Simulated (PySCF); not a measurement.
# Assigning NMR signals

Bonds (- single, = double, # triple, : aromatic): C1-C2 1.505 Å, C2=O3 1.212 Å, C2-Si4 1.899 Å, Si4-C5 1.893 Å, C5-C6 1.527 Å, C6-Si4 1.893 Å. C1 carries H7, H8, H9; Si4 carries H10; C5 carries H11, H12; C6 carries H13, H14. H12, H13 are cis to C2 on the ring; H11, H14 are trans to C2 on the ring.

- PBE0/pcSseg-1 with gauge-including orbitals
- GFN2-xTB structure
- run in PySCF
- relativity neglected, in vacuum, one averaged value for each set of equivalent atoms, single conformer

Shifts are taken against calculated references (same method and geometry level): TMS for ¹³C (σref 186.93), ¹H (σref 31.72).

Question: Assign these signals to the numbered atoms. ¹³C{¹H} NMR (computed): δ 243.3, 36.3, 0.9.

Answer: 
243.3 → C2, carbonyl carbon
36.3 → C1, methyl carbon α to a carbonyl: α to the electron-withdrawing carbonyl group
0.9 → C5/C6, three-membered-ring carbon: carbons of three-membered rings are unusually shielded

Question: Assign these signals to the numbered atoms. ¹H NMR (300 MHz, computed): δ 3.05 (m, 1H), 2.22 (s, 3H), 1.04 (m, 2H), 0.71 (m, 2H).

Answer: 
| δ (ppm) | atoms | environment | reason |
| --- | --- | --- | --- |
| 3.05 | H10 | hydrogen on a silicon bonded to 3 C, in a 3-membered ring | – |
| 2.22 | H7/H8/H9 | hydrogen on a methyl carbon α to a carbonyl | α to C=O |
| 1.04 | H12/H13 | hydrogen on a three-membered-ring carbon | cyclopropane-type protons are shielded by the ring |
| 0.71 | H11/H14 | hydrogen on a three-membered-ring carbon | – |

Shifts are as computed. Against solution values, carbons near 30 ppm lie about +3 ppm off and those near 130 ppm about +5 ppm. Of 1211 compounds with measured shifts, 218 miss one by over three times the rms of a fit or turn the order of signals round; such compounds aren't used in these exercises. No couplings were computed; multiplicities are counted from neighbouring protons, with m where these are inequivalent, close in shift, in a saturated or five-membered ring or joined by F or P, and br s for small geminal =CH2 splittings.
